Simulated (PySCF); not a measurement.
Isomers of H9NO2Si3, one GFN2-xTB conformer each. Single-point energies are computed at PBE0/pcSseg-1 (PySCF, gas phase, no added dispersion term), electronic only.

| SMILES | GFN2-xTB relative energy (kJ/mol) |
| --- | --- |
| O[SiH](O)N([SiH3])[SiH3] | 0.0 |
| N[Si@@H](O[SiH3])[SiH2]O | 18.2 |

Conformers: `[OH:1][SiH:2]([OH:3])[N:4]([SiH3:5])[SiH3:6]` with H–O1–Si2–O3 -29°, O1–Si2–O3–H -169°, O1–Si2–N4–Si5 -23°; `[NH2:1][Si@@H:2]([O:3][SiH3:4])[SiH2:5][OH:6]` with H–N1–Si2–O3 43° and -177°, N1–Si2–O3–Si4 59°, N1–Si2–Si5–O6 118°, Si2–Si5–O6–H 57°.

**Question.** What does PBE0/pcSseg-1 give for the same structures?

**Answer.** 
| SMILES | PBE0/pcSseg-1 E (Eh) | PBE0/pcSseg-1 (kJ/mol) | GFN2-xTB (kJ/mol) | point group |
| --- | --- | --- | --- | --- |
| O[SiH](O)N([SiH3])[SiH3] | -1078.59092 | 0.0 | 0.0 | C1 |
| N[Si@@H](O[SiH3])[SiH2]O | -1078.56544 | 66.9 | 18.2 | C1 |

Both levels put the same isomer lowest. As drawn, the higher has an N–H bond and an Si–Si bond, which the lower lacks.

**Question.** Which frontier levels, dipoles and rotational constants go with these structures?

**Answer.** 
```tsv
SMILES	HOMO (eV, PBE0/pcSseg-1)	LUMO (eV)	dipole (D)	A, B, C (MHz)
O[SiH](O)N([SiH3])[SiH3]	-7.59	0.13	1.29	2167, 1687, 1016
N[Si@@H](O[SiH3])[SiH2]O	-7.19	-0.53	1.32	2900, 952.1, 804.9
```
